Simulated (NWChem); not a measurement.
System: GeBr₂, singlet; SMILES [Br][Ge][Br]

Here is an NWChem input.

```
start job
memory heap 200 mb stack 900 mb global 1100 mb
geometry units angstroms noautoz
  Ge     0.000000     0.000000     1.021120
  Br     1.813687     0.000000    -0.466277
  Br    -1.813687     0.000000    -0.466277
end
basis spherical
  * library def2-tzvpp
end
dft
  xc hfexch
  iterations 150
  vectors input atomic output neutral.movecs
end
task dft energy
charge 1
dft
  odft
  mult 2
  vectors input atomic output cation.movecs
end
task dft energy
```

Output (shortened):

```
             Northwest Computational Chemistry Package (NWChem) 7.3.0
             --------------------------------------------------------

 C2V symmetry detected

                             Geometry "geometry" -> ""
                             -------------------------

 Output coordinates in angstroms (scale by  1.889725989 to convert to a.u.)

  No.       Tag          Charge          X              Y              Z
 ---- ---------------- ---------- -------------- -------------- --------------
    1 Ge                  32.0000     0.00000000     0.00000000     1.02076265
    2 Br                  35.0000     1.81368700     0.00000000    -0.46663435
    3 Br                  35.0000    -1.81368700     0.00000000    -0.46663435

 Effective nuclear repulsion energy (a.u.)     684.0631548854

      Symmetry information
      --------------------

 Group name             C2v
 Group number             16
 Group order               4
 No. of unique centers     2

  xc_inp: hfexch multiplicative factor not found.

                                 NWChem DFT Module
                                 -----------------

 Summary of "ao basis" -> "ao basis" (spherical)
 ------------------------------------------------------------------------------
       Tag                 Description            Shells   Functions and Types
 ---------------- ------------------------------  ------  ---------------------
 Ge                        def2-tzvpp               16       48   6s5p4d1f
 Br                        def2-tzvpp               16       48   6s5p4d1f

      Symmetry analysis of basis
      --------------------------

        a1         53
        a2         21
        b1         43
        b2         27

            General Information
            -------------------
          SCF calculation type: DFT
          Wavefunction type:  closed shell.
          No. of atoms     :     3
          No. of electrons :   102
           Alpha electrons :    51
            Beta electrons :    51
          Charge           :     0
          Spin multiplicity:     1
          Use of symmetry is: on ; symmetry adaption is: on
          Maximum number of iterations: 150
          AO basis - number of functions:   144
                     number of shells:    48
          Convergence on energy requested:  1.00D-06
          Convergence on density requested:  1.00D-05
          Convergence on gradient requested:  5.00D-04

              XC Information
              --------------
                     Hartree-Fock (Exact) Exchange  1.000

      Superposition of Atomic Density Guess
      -------------------------------------

 Sum of atomic energies:       -7220.10406249

      Non-variational initial energy
      ------------------------------

 Total energy =   -7220.394899
 1-e energy   =  -11426.408798
 2-e energy   =    3521.950743
 HOMO         =      -0.277320
 LUMO         =      -0.051106

      Symmetry analysis of molecular orbitals - initial
      -------------------------------------------------

  Numbering of irreducible representations:

     1 a1          2 a2          3 b1          4 b2

  Orbital symmetries:

     1 a1          2 b1          3 a1          4 a1          5 b1
     6 a1          7 b1          8 b1          9 a1         10 a2
    11 b2         12 a1         13 b1         14 a1         15 b2
    16 a1         17 b1         18 a1         19 b1         20 a1
    21 b2         22 b1         23 a2         24 a1         25 b1
    26 a1         27 b2         28 a1         29 b1         30 a1
    31 b2         32 a2         33 b1         34 a1         35 b2
    36 a2         37 b1         38 b1         39 a1         40 a2
    41 a1         42 b2         43 a1         44 b1         45 a1
    46 b1         47 a1         48 b2         49 a2         50 b1
    51 a1         52 b2         53 a1         54 b1         55 a1
    56 b1         57 a1         58 b2         59 a2         60 a1
    61 b1

   convergence    iter        energy       DeltaE   RMS-Dens  Diis-err
 ---------------- ----- ----------------- --------- --------- ---------
 d= 0,ls=0.0,diis     1  -7220.2454218648 -7.90D+03  4.99D-03  2.28D-01
 d= 0,ls=0.0,diis     2  -7220.2785244729 -3.31D-02  1.43D-03  1.26D-01
 d= 0,ls=0.0,diis     3  -7220.2923401334 -1.38D-02  4.31D-04  2.56D-03
 d= 0,ls=0.0,diis     4  -7220.2929317967 -5.92D-04  2.91D-04  4.40D-04
 d= 0,ls=0.0,diis     5  -7220.2931220580 -1.90D-04  1.10D-04  5.69D-05
  Resetting Diis
 d= 0,ls=0.0,diis     6  -7220.2931483744 -2.63D-05  4.51D-05  7.34D-06
 d= 0,ls=0.0,diis     7  -7220.2931523699 -4.00D-06  7.64D-06  6.14D-07
 d= 0,ls=0.0,diis     8  -7220.2931526457 -2.76D-07  4.18D-06  1.66D-07

         Total DFT energy =    -7220.293152645737
      One electron energy =   -11426.985418490925
           Coulomb energy =     3779.514892221407
    Exchange-Corr. energy =     -256.885781261574
 Nuclear repulsion energy =      684.063154885355

 Numeric. integr. density =        0.000000000000

                  Occupations of the irreducible representations
                  ----------------------------------------------

                     irrep           alpha         beta
                     --------     --------     --------
                     a1               21.0         21.0
                     a2                6.0          6.0
                     b1               16.0         16.0
                     b2                8.0          8.0

                       DFT Final Molecular Orbital Analysis
                       ------------------------------------

[...]
```

Level: Hartree-Fock/def2-TZVPP, vertical spin-unrestricted ions. Low-valent species are run as closed-shell singlets; no triplet was tried in these runs. Geometry: optimised at PBE0/def2-SVP.
